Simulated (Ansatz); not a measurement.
```yaml
crystal:
  periodic: [false, false, false]
  atoms:
    - {symbol: Cl, position_ang: [-0.663746, -1.640597, 1.316211]}
    - {symbol: C, position_ang: [0.367094, -0.650707, 0.408494]}
    - {symbol: O, position_ang: [0.132097, -0.678736, -0.946142]}
    - {symbol: Si, position_ang: [-0.207773, 0.787435, -0.380217]}
    - {symbol: H, position_ang: [1.355590, -0.859191, 0.665210]}
    - {symbol: H, position_ang: [-1.576296, 1.143251, -0.302891]}
    - {symbol: H, position_ang: [0.651879, 1.833267, -0.804440]}
basis:
  gaussian: {orbitals: def2-TZVPP}
hamiltonian: {xc: {name: wB97X}}
output: {forces: true}
```

```sh
$ ansatz run in.yaml --threads 2 --pin off --events-out ev --progress --plain --max-ram 4352MiB
```

Shortened log:

```
Functional definition: wB97X
1109 factors; their error is unknown
222 factors; integrals over basis functions are off by at most 1.6e-5 eV
mean field evaluation 1: about -23529.2393 eV, gradient 4.6e1 eV
mean field evaluation 2: about -23527.6491 eV, gradient 5.7e1 eV
mean field evaluation 4: about -23533.0075 eV, gradient 1.6e0 eV
mean field evaluation 8: about -23533.0171 eV, gradient 3.4e-2 eV
mean field evaluation 16: about -23533.0377 eV, gradient 8.1e-5 eV
mean field -23533.03770655 eV, -864.8231844500 hartree, gradient 8.2e-5 eV, S^2 0.000000; 0 other end points of the search recorded, 0 dependent functions left out
reference -23533.03767641 eV, -864.8231833423 hartree; 24, 24 occupied and 164, 164 virtual orbitals, 1109 factors
Total energy: -23533.03767641 eV, -864.8231833423 hartree
Atom 0 at    -0.663746    -1.640597     1.316211 Å, force    -1.243823    -1.234061     1.181307 eV/Å
Atom 1 at     0.367094    -0.650707     0.408494 Å, force     0.477121    -0.059636     1.463894 eV/Å
Atom 2 at     0.132097    -0.678736    -0.946142 Å, force     0.053667    -1.747803    -2.869546 eV/Å
Atom 3 at    -0.207773     0.787435    -0.380217 Å, force    -0.472093     2.042661     0.044812 eV/Å
Atom 4 at     1.355590    -0.859191     0.665210 Å, force     1.644150    -0.246300     0.417800 eV/Å
Atom 5 at    -1.576296     1.143251    -0.302891 Å, force    -1.152398     0.339617     0.091784 eV/Å
Atom 6 at     0.651879     1.833267    -0.804440 Å, force     0.693375     0.905522    -0.330051 eV/Å
Dipole moment:     0.117178     0.528402    -0.011893 e Å
```

It took 7 s on 2 threads of an AMD EPYC 7B13 on a shared host, with 0.54 GiB of host memory at the peak.
